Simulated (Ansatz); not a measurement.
Si₈Ge₈H₂₆, an alloyed nanocrystal cut from the lattice of germanium (8 Si, random). Charge 0, multiplicity 1. Geometry r2SCAN-D4/def2-SVP, basis def2-TZVP, Ansatz.

```csv
run,HOMO (eV),LUMO (eV)
A,-7.19,-1.12
B,-6.51,-1.69
C,-7.99,-0.21
D,-6.27,-1.83
```

Single mean-field runs in def2-TZVP are fitted with def2-universal-jkfit. Another isomer (singlet) lies 0.11 eV lower at PBE0-D4/def2-TZVP; other spin states weren't run for this one.

The runs used BHLYP, PBE, PBE0, r2SCAN. Estimate which is which.

A PBE0 (25 % exact exchange); B r2SCAN (0 % exact exchange); C BHLYP (50 % exact exchange); D PBE (0 % exact exchange). Exact exchange lowers occupied and raises empty levels; among semilocal functionals meta-GGAs tend to open the gap a little, and such runs are hard to tell apart. The gap grows from 4.44 eV (PBE) to 7.78 eV (BHLYP).
